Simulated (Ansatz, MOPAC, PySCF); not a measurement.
Pair of molecules: N2 (SMILES N#N) (first 2 atoms) with PH3 (SMILES P); geometry from B3LYP-D3(BJ)/def2-TZVP, rigid monomers moved along the line of their centres of mass till N2···H6 is 2.96 Å.
(charge 0, multiplicity 1):
```xyz
6

N     -0.4741     0.5288    -0.2586
N      0.5442     0.1394    -0.2948
P      0.1710    -0.1745     3.4052
H     -0.8150    -0.7908     2.5925
H     -0.0345     1.1047     2.8274
H      1.2260    -0.4985     2.5139
```

Monomers are frozen at their geometry in the pair; levels with a basis set take the counterpoise correction. Rows marked so take none.

Correlated levels freeze the cores. CBS: X⁻³ extrapolation of the correlation energy, Hartree–Fock from the larger set. Rows in 3-21G, 6-31G* carry no dispersion term and start afresh at each structure (6-31G* with six Cartesian d functions). The state reached by PM3, PM7 isn't checked; PM7 holds dispersion and hydrogen-bond terms.

Codes used: Ansatz (a quantum-chemistry and plane-wave program) with Gaussian orbitals; MOPAC for PM3, PM7 (differences of heats of formation); PySCF for 3-21G rows, 6-31G* rows, the dispersion terms. 

```tsv
level	interaction energy (kcal/mol)
PM3	4.06
PM7	-0.60
HF/3-21G (no counterpoise)	0.47
BP86/6-31G* (no counterpoise)	1.09
r2SCAN-D4/def2-TZVPPD	-0.02
CCSD/aug-cc-pV(D+d)Z	0.40
CCSD/aug-cc-pV(T+d)Z	(withheld)
CCSD(T)/aug-cc-pV(T+d)Z	-0.03
CCSD(T)/CBS(aug-cc-pV(D+d)Z, aug-cc-pV(T+d)Z)	(withheld)
```

Problem. Fill in the missing entries.

Solution. 
- CCSD/aug-cc-pV(T+d)Z, interaction energy (kcal/mol): 0.20
- CCSD(T)/CBS(aug-cc-pV(D+d)Z, aug-cc-pV(T+d)Z), interaction energy (kcal/mol): -0.13
